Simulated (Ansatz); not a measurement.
Relaxation of CH$_{6}$AlFOSi (11 atoms, charge 0, multiplicity 1), to a largest force component of 0.02 eV/Å in at most 50 steps.

Theory: RKS PBE/def2-SVP (Ansatz).

```xyz
11
Properties=species:S:1:pos:R:3
O -1.170 1.335 0.943
Si 0.187 0.598 0.335
Al 0.369 -1.529 1.314
C 0.145 0.423 -1.521
F -0.044 1.652 -2.119
H -1.966 0.804 0.661
H -0.736 2.101 1.395
H 0.454 -2.820 0.403
H 0.531 -1.647 2.957
H -0.817 -0.198 -1.747
H 0.975 -0.089 -1.877
```

Where does it end, and by what steps?

The forces met the threshold. After 39 steps the energy has fallen by 2.643 eV; H9 moved furthest, 1.97 Å.

```
step  energy less start (eV)  largest force component (eV/Å)  accepted
   0                  0.0000                           6.513       yes
   2                 -1.9186                           1.317       yes
   4                 -2.2890                           0.794       yes
   6                 -2.3898                           0.258       yes
   8                 -2.3468                           1.960        no
  10                 -2.4588                           0.388       yes
  12                 -2.4722                           0.171       yes
  14                 -2.4774                           0.462       yes
  16                 -2.4966                           0.811       yes
  18                 -2.5689                           0.335       yes
  20                 -2.5846                           0.126       yes
  22                 -2.5867                           0.049       yes
  24                 -2.5877                           0.052       yes
  26                 -2.5885                           0.041       yes
  28                 -2.5896                           0.056       yes
  30                 -2.5921                           0.185       yes
  32                 -2.6125                           0.254       yes
  34                 -2.6373                           0.269       yes
  36                 -2.6424                           0.055       yes
  38                 -2.6428                           0.074        no
  39                 -2.6434                           0.009       yes
```

```xyz
11
Properties=species:S:1:pos:R:3
O -0.580 1.265 1.131
Si 1.127 0.678 0.179
Al 0.522 -1.553 1.118
C -0.047 0.500 -1.439
F -0.841 1.699 -1.431
H -1.053 0.430 1.433
H -1.084 1.643 0.360
H 1.080 -3.013 1.507
H -0.973 -1.190 1.774
H -0.786 -0.327 -1.522
H 0.563 0.501 -2.367
```

Run time: 86 s on 2 threads of Intel(R) Xeon(R) Platinum 8375C CPU @ 2.90GHz (Ice Lake) (shared host), peak memory 0.2 GiB.
